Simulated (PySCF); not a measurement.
A structure optimised at B3LYP-D3(BJ)/def2-SVP, used in a PySCF frequency run:

```
Sn
O 1 1.8419
O 1 1.9883 2 156.01
O 3 1.6165 1 66.01 2 180.00
```

**Question.** Write its SMILES, formula and point group.

**Answer.** [O]=[Sn]1[O][O]1, O3Sn, C2v

**Question.** What are its rotational constants (standard atomic weights)?

**Answer.** 24.178, 3.2617, 2.8740 GHz
